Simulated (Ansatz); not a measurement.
Ansatz (a program for electronic structure) input:

Ansatz 0.2 input:
```yaml
crystal:
  periodic: [false, false, false]
  atoms:
    - {symbol: Cl, position_ang: [-0.00000000, -0.00000000, -2.25495647]}
    - {symbol: I, position_ang: [0.00000000, 0.00000000, 0.72328792]}
basis:
  gaussian:
    orbitals: def2-TZVPD
hamiltonian:
  xc: {name: B97M-V}
total_charge: -1
magnetization: {spin_polarized: true, initial_magnetization: 1}
output: {forces: true}
```

Q: Which total energy does the run end on?

A: -757.87686 Eh (B97M-V/def2-TZVPD). The basis has 105 functions.
